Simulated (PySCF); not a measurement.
**input.py for TeN**

Input:

```python
from pyscf import gto, dft

mol = gto.M(
    atom='Te 0 0 0; N 0 0 1.975',
    basis='def2-svpd',
    ecp={'Te': 'def2-svpd'},
    charge=0,
    spin=3,
    symmetry=True,
    verbose=4,
)
mf = dft.UKS(mol, xc='wb97')
mf.kernel()
mf.mulliken_pop()
mf.dip_moment()
print('orbital energies (hartree):', [e[max(0, n-3):n+3].round(4) for e, n in zip(mf.mo_energy, mol.nelec)])
```

```bash
$ python input.py
```

The log (some set-up lines and the per-cycle HOMO/LUMO lines with their warnings removed):

```
PySCF version 2.14.0

[INPUT] Symbol           X                Y                Z      unit          X                Y                Z       unit  Magmom
[INPUT]  1 Te     0.000000000000   0.000000000000   0.000000000000 AA    0.000000000000   0.000000000000   0.000000000000 Bohr   0.0
[INPUT]  2 N      0.000000000000   0.000000000000   1.975000000000 AA    0.000000000000   0.000000000000   3.732209096016 Bohr   0.0

nuclear repulsion = 45.0135551567392
point group symmetry = Coov
symmetry origin: [0.         0.         0.44280447]
symmetry axis x: [1. 0. 0.]
symmetry axis y: [0. 1. 0.]
symmetry axis z: [0. 0. 1.]
num. orbitals of irrep A1 = 21
num. orbitals of irrep E1x = 12
num. orbitals of irrep E1y = 12
num. orbitals of irrep E2x = 5
num. orbitals of irrep E2y = 5
number of shells = 21
number of NR pGTOs = 100
number of NR cGTOs = 55
basis = def2-svpd
ecp = {'Te': 'def2-svpd'}

******** <class 'pyscf.dft.uks_symm.SymAdaptedUKS'> ********
method = SymAdaptedUKS
initial guess = minao
damping factor = 0
level_shift factor = 0
DIIS = <class 'pyscf.scf.diis.CDIIS'>
SCF conv_tol = 1e-09
SCF max_cycles = 50
number electrons alpha = 17  beta = 14
XC functionals = wb97
    J.-D. Chai and M. Head-Gordon.,  J. Chem. Phys. 128, 084106 (2008)

grids dens level: 3
Freeze 0 electrons in irreps []
    31 free electrons in irreps A1 E1x E1y E2x E2y
tot grids = 35864
init E= -294.330625872506

cycle= 1 E= -320.902905815288  delta_E= -26.6  |g|= 1.92  |ddm|=  5.5

cycle= 2 E= -319.121059150933  delta_E= 1.78  |g|= 2.38  |ddm|= 4.57
cycle= 3 E= -322.197324317723  delta_E= -3.08  |g|= 0.725  |ddm|= 2.48
cycle= 4 E= -322.528438422003  delta_E= -0.331  |g|= 0.196  |ddm|= 0.832
cycle= 5 E= -322.555204099763  delta_E= -0.0268  |g|= 0.0432  |ddm|= 0.21
cycle= 6 E= -322.55711964483  delta_E= -0.00192  |g|= 0.0161  |ddm|= 0.0736
cycle= 7 E= -322.557489164029  delta_E= -0.00037  |g|= 0.0052  |ddm|= 0.033
cycle= 8 E= -322.557552482166  delta_E= -6.33e-05  |g|= 0.00313  |ddm|= 0.0164
cycle= 9 E= -322.557568854723  delta_E= -1.64e-05  |g|= 0.000618  |ddm|= 0.00953
cycle= 10 E= -322.557570048294  delta_E= -1.19e-06  |g|= 0.000383  |ddm|= 0.00219
cycle= 11 E= -322.557570399243  delta_E= -3.51e-07  |g|= 0.000102  |ddm|= 0.00143
cycle= 12 E= -322.557570431586  delta_E= -3.23e-08  |g|= 2.98e-05  |ddm|= 0.000456
cycle= 13 E= -322.55757043412  delta_E= -2.53e-09  |g|= 1.2e-05  |ddm|= 0.000104
cycle= 14 E= -322.557570434602  delta_E= -4.82e-10  |g|= 2.5e-06  |ddm|= 5.65e-05
Extra cycle  E= -322.557570434612  delta_E= -1.05e-11  |g|= 1.8e-06  |ddm|= 5.88e-06
converged SCF energy = -322.557570434612  <S^2> = 3.7813435  2S+1 = 4.0156412
 ** Mulliken pop       alpha | beta **
pop of  0 Te 4s        0.88500 | 0.88493
pop of  0 Te 5s        0.13694 | 0.13768
pop of  0 Te 6s        0.66866 | 0.68403
pop of  0 Te 7s        0.25428 | 0.25974
pop of  0 Te 8s        0.00368 | 0.00577
pop of  0 Te 4px       0.47121 | 0.48415
pop of  0 Te 4py       0.47121 | 0.48415
pop of  0 Te 4pz       0.48771 | 0.49835
pop of  0 Te 5px       0.53772 | 0.52122
pop of  0 Te 5py       0.53772 | 0.52122
pop of  0 Te 5pz       0.51574 | 0.50212
pop of  0 Te 6px       0.53402 | 0.31089
[43 lines left out]
In total            17.00000 | 14.00000
 ** Mulliken atomic charges   ( Nelec_alpha | Nelec_beta ) **
charge of  0Te =      0.27384  (    12.33395     11.39221 )
charge of  1N =     -0.27384  (     4.66605      2.60779 )
Dipole moment(X, Y, Z, Debye):  0.00000,  0.00000, -1.35252
orbital energies (hartree): [array([-0.491 , -0.3359, -0.3359,  0.0227,  0.0774,  0.0864]), array([-0.6363, -0.3638, -0.3638, -0.1372, -0.0252, -0.0252])]
```

In short: E(SCF) = -322.557570 Eh, 14 cycles, ⟨S²⟩ = 3.781, μz(SCF) = -1.35 D.

Wall time 4.7 s on one thread of a shared host.

The bond length is a typed value, not an optimised one. No search for the lowest solution was made.
